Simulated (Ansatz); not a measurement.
Start from `[OH][W]([F])([F])(=[S])[Cl]` and change one atom or group to get `[F][W]([F])([F])(=[S])[Cl]`.

Ansatz, PBE0-D4/def2-TZVP geometries, multiplicity 1. Each molecule was computed in one conformer, which needn't be the lowest.

Elements past krypton have def2 core potentials.

```json
{"property": "HOMO energy (B3LYP/def2-TZVPP) / eV", "`[OH][W]([F])([F])(=[S])[Cl]`": "-8.32"}
{"property": "size of the dipole moment (PBE/def2-TZVPP) / D", "`[OH][W]([F])([F])(=[S])[Cl]`": "2.55"}
{"property": "LUMO energy (ωB97M-V/def2-TZVPP) / eV", "`[OH][W]([F])([F])(=[S])[Cl]`": "-1.64"}
{"property": "HOMO energy (ωB97M-V/def2-TZVPP) / eV", "`[OH][W]([F])([F])(=[S])[Cl]`": "-10.64"}
{"property": "zero-point energy (PBE0-D4/def2-TZVP) / kJ/mol", "`[OH][W]([F])([F])(=[S])[Cl]`": "57.2"}
{"property": "ideal-gas entropy at 298 K and 1 bar (rigid rotor, harmonic PBE0-D4/def2-TZVP) / J/(mol·K)", "`[OH][W]([F])([F])(=[S])[Cl]`": "386"}
```

(1) What does the change do to each property? (An estimate is asked.)

## Answers

(1) The calculation gave: 
```
                                                                                  property  `[F][W]([F])([F])(=[S])[Cl]`  shift
                                                       HOMO energy (B3LYP/def2-TZVPP) / eV                         -8.95  -0.63
                                            size of the dipole moment (PBE/def2-TZVPP) / D                          0.73  -1.82
                                                     LUMO energy (ωB97M-V/def2-TZVPP) / eV                         -1.69  -0.05
                                                     HOMO energy (ωB97M-V/def2-TZVPP) / eV                        -11.27  -0.63
                                            zero-point energy (PBE0-D4/def2-TZVP) / kJ/mol                          27.1  -30.1
ideal-gas entropy at 298 K and 1 bar (rigid rotor, harmonic PBE0-D4/def2-TZVP) / J/(mol·K)                           374    -12
```

With PBE0 the HOMO falls by 0.64 eV and the LUMO falls by 0.28 eV, so the gap widens by about 0.36 eV. PBE moves the HOMO by -0.61 eV and ωB97M-V by -0.63 eV. The zero-point energy changes by -30.1 kJ/mol with -3 modes. Dipoles are sizes alone; their direction can turn.

B3LYP here is the variant with VWN-RPA as its local correlation; programs differ in this.
